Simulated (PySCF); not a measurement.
C₇H₁₂GaN.
Numbering: `[CH2:1]=[C:2]([CH3:3])[C@@H:4]([C:5]#[C:6][CH3:7])[NH:8][GaH2:9]` (hydrogens: H10, H11 on C1; H12, H13, H14 on C3; H15 on C4; H16, H17, H18 on C7; H19 on N8; H20, H21 on Ga9)

Method: PySCF 2.14.0, PBE0-D3(BJ)/def2-SVP geometry optimisation, gas phase.

(1) List the bond lengths, angles and torsions at this level.

Answers

(1) 
```tsv
bond	length (pm)
C1=C2	133.5
C2–C3	149.7
C2–C4	153.1
C4–C5	146.7
C5≡C6	121.2
C6–C7	145.3
C4–N8	144.3
N8–Ga9	182.5
C1–H10	109.2
C1–H11	109.3
C3–H12, C3–H13, C3–H14	110.1
C4–H15	111.2
C7–H16, C7–H17, C7–H18	110.1
N8–H19	101.6
Ga9–H20	156.8
Ga9–H21	155.6
```

Bonds in one row agree within 1 pm and their mean is given. A selection of angles:
```tsv
angle	degrees
C1–C2–C3	123.3
C1–C2–C4	121.6
C3–C2–C4	115.1
C2–C4–C5	109.6
C2–C4–N8	114.7
C5–C4–N8	111.5
C4–C5–C6	179.4
C5–C6–C7	179.1
C4–N8–Ga9	131.8
H19–N8–C4	111.1
H19–N8–Ga9	117.1
```

Torsions: C1–C2–C4–C5 -117° (anticlinal); C2–C4–N8–Ga9 -117° (anticlinal).

Ga9 (gallium bonded to N and 2 H) is planar (angles 126.2°, 121.8° and 112.0°, sum 360.0°, 0.00 Å off the plane of its three neighbours). N8 (nitrogen bonded to C, Ga and H) is planar (angles 131.8°, 117.1° and 111.1°, sum 360.0°, 0.02 Å off the plane of its three neighbours). The C–C distances run from 1.212 Å (C5≡C6, drawn triple) to 1.531 Å (C2–C4, drawn single), a spread of 0.319 Å. Of the pairs four or more bonds apart, N8···H10 is among the closest relative to their van der Waals radii: 2.48 Å, 90 % of the sum of Bondi's values.

Point group: C1 (no symmetry element, even within 0.4 Å). Stationary, but not proved a minimum. The numbers are those of one conformer.
